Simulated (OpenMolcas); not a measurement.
What dynamic correlation does to the levels of F4+

* Program: OpenMolcas 26.06
* Basis: ANO-RCC-VQZP [5s4p3d2f1g]
* Scalar Hamiltonian: DKH2, point nucleus
* Active space: 3 electrons in 8 orbitals (2s 2p 3s 3p)
* State averaging: 2S+1 = 4 odd, 1 root; 2S+1 = 2 odd, 8 roots; 2S+1 = 4 even, 3 roots; 2S+1 = 2 even, 9 roots
* Spin-orbit coupling: RASSI with atomic mean-field integrals over the reference wave functions, term energies averaged over their components

Methods on the same reference wave functions:
A. CASSCF
B. SS-CASPT2, IPEA 0.25 Eh, imaginary shift 0.1 Eh (closed shells correlated: 1s)
C. XMS-CASPT2, IPEA 0.25 Eh, imaginary shift 0.1 Eh (closed shells correlated: 1s)

Energies in eV above 2s2 2p 2P* 1/2, the measured ground level; measured values from Moore, Atomic Energy Levels, vol. I, NSRDS-NBS 35 (1971 reprint of NBS Circular 467, 1949).

| Level | A | B | C | Measured |
| --- | --- | --- | --- | --- |
| 2s2 2p 2P* 1/2 | 0.0000 | 0.0000 | 0.0000 | 0.0000 |
| 2s2 2p 2P* 3/2 | 0.0899 | 0.0899 | 0.0899 | 0.0925 |
| 2s 2p2 4P 1/2 | 9.9751 | 10.499 | 10.605 |  |
| 2s 2p2 4P 3/2 | 10.0058 | 10.530 | 10.636 |  |
| 2s 2p2 4P 5/2 | 10.0564 | 10.580 | 10.687 |  |
| 2s 2p2 2D 3/2 | 19.6619 | 18.957 | 18.992 | 18.9569 |
| 2s 2p2 2D 5/2 | 19.6625 | 18.957 | 18.993 | 18.9542 |
| 2s 2p2 2S 1/2 | 24.7519 | 24.556 | 24.677 | 24.4949 |
| 2s 2p2 2P 1/2 | 27.9800 | 26.780 | 26.836 | 26.6418 |
| 2s 2p2 2P 3/2 | 28.0409 | 26.841 | 26.897 | 26.6997 |
| 2p3 4S* 3/2 | 33.9864 | 34.187 | 34.309 |  |

Deviations, from unrounded energies. A percentage is the sum of absolute deviations over the sum of measured energies, with the sign that they share, or ± where signs differ.

```csv
Against measurement,Levels,A,B,C
mean absolute deviation (cm-1),6,5900,470,870
fine structure of the ground term (%),1,-2.8,-2.8,-2.8
other configurations (%),5,+3.8,±0.3,+0.6
```

B lies closest to measurement on these levels and A furthest from it. The largest miss of B in the table is 2s 2p2 2P 3/2, by +1100 cm-1. The ranking rests on the paired levels alone, and a cruder setting can come out closer through cancelling errors.

Between B and C the level of the table that moves most is 2p3 4S* 3/2, by 980 cm-1 (lowest in B, highest in C). Moves below CASPT2's spread within the term are not significant.

The lowest spin-free term lies below A's lowest term by 0.043 hartree in B, 0.047 hartree in C.

CASPT2 breaks the degeneracy within a term, and the mean is taken; among the terms shown or strongly mixed into the levels shown the widest spread is 57 cm-1 (2s 2p2 2D, C). Active for correlation alone: 3p 3s; no level in the range computed is led by a configuration that fills them, so any true level of that kind is missing. Measured partners are found by configuration, term and J. A level has none where our copy of the source lacks it or the pairing is in doubt (some pairs that miss far off the trend of their configuration count as doubtful), and it then counts in no deviation. Only configurations of the active space appear. Levels that lie high or do not pair safely by name in every column are left out.

* marks odd parity.
